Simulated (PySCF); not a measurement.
PySCF job for C₆H₃Cl, SMILES C#C/C=C(/Cl)C#C, C-PCM-PBE0/def2-SVP. The structure is a stationary point at PBE0-D3(BJ)/def2-SVP. The structure was generated by enumeration; whether it is a known compound was not checked.

```python
import numpy as np
from pyscf import gto, scf, dft
from pyscf.solvent import pcm

mol = gto.M(
    atom='''
    C     0.38485367    3.15987932    0.00000000
    C     0.65861518    1.97662603    0.00000000
    C     1.01265039    0.60877261    0.00000000
    C     0.10694913   -0.39909620    0.00000000
    Cl    0.65920158   -2.04335764   -0.00000000
    C    -1.29904525   -0.22729160    0.00000000
    C    -2.50464554   -0.09332506    0.00000000
    H     0.13422880    4.20464653   -0.00000001
    H     2.07516591    0.34777445    0.00000000
    H    -3.57208707    0.03126839    0.00000000
    ''',
    basis='def2-SVP',
    charge=0,
    spin=0,
    max_memory=1600,
    verbose=3,
)
mf = dft.RKS(mol, xc='pbe0').density_fit(auxbasis='def2-universal-jkfit')
mf.grids.level = 3
mf.conv_tol = 1e-9
mf.max_cycle = 100
mf.kernel()
res = {}
for name, eps in {'water': 78.355, 'acetonitrile': 35.688, 'acetone': 20.493}.items():
    s = mf.PCM()
    s.with_solvent.method, s.with_solvent.eps, s.with_solvent.lebedev_order = 'C-PCM', eps, 29
    s.kernel(mf.make_rdm1())
    res[name] = (s.e_tot, eps, s.dip_moment(), s.mo_energy, s.converged)
    print(f'{name}: electrostatic solvation free energy {(s.e_tot - mf.e_tot) * 627.509474:.3f} kcal/mol')
```

Program output:

```
converged SCF energy = -689.729340464461

WARN: PCM is an experimental feature. It is still in testing.
Features and APIs may be changed in the future.

converged SCF energy = -689.736997663144
Dipole moment(X, Y, Z, Debye): -0.74292,  1.39366, -0.00000
water: electrostatic solvation free energy -4.805 kcal/mol

WARN: PCM is an experimental feature. It is still in testing.
Features and APIs may be changed in the future.

converged SCF energy = -689.736863564681
Dipole moment(X, Y, Z, Debye): -0.74164,  1.38744, -0.00000
acetonitrile: electrostatic solvation free energy -4.721 kcal/mol

WARN: PCM is an experimental feature. It is still in testing.
Features and APIs may be changed in the future.

converged SCF energy = -689.736681893939
Dipole moment(X, Y, Z, Debye): -0.73990,  1.37907, -0.00000
acetone: electrostatic solvation free energy -4.607 kcal/mol
```

The calculation finished and met its thresholds.
